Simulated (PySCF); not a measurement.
# Radial density of Li⁺ (lithium, charge +1)

UHF, 1s2, closed-shell 1S. Calculation: PySCF 2.14, in pcseg-2 (4s2p1d, 15 functions); no relativity, point nucleus.

```
r (bohr)  4πr²ρ (e/bohr)
 0.00682        0.007707
  0.0115         0.02143
  0.0193         0.05809
  0.0325          0.1512
  0.0546          0.3751
  0.0918          0.8480
   0.154           1.659
   0.260           2.549
   0.437           2.687
   0.735           1.575
    1.24          0.3665
    2.08         0.01786
```
